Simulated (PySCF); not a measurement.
borazine (B3H6N3), SMILES B1NBNBN1. Geometry optimised at B3LYP-D3(BJ)/def2-SVP.

All values below come from B3LYP-D3(BJ)/def2-SVP run with PySCF 2.14.0.

Harmonic wavenumbers (cm⁻¹): 294, 294, 415, 531, 531, 716, 716, 726, 867, 932, 932, 944, 945, 945, 952, 1045, 1075, 1075, 1257, 1301, 1393, 1393, 1496, 1496, 2598, 2598, 2608, 3636, 3638, 3638. Rotational constants (GHz): 5.303, 5.303, 2.652; symmetry number 6.

Work out the zero-point energy and the ideal-gas rigid-rotor harmonic-oscillator thermochemistry at 298.15 K and 1 atm.

ZPE = ½ Σ hcν = ½ × 40985 cm⁻¹ = 58.59 kcal/mol. H − E(el) = 62.43 kcal/mol. Entropy in cal/(mol K): translation 39.07, rotation 22.31, vibration 7.04, total 68.42. G − E(el) = 42.03 kcal/mol. Cp = 22.34 cal/(mol K).
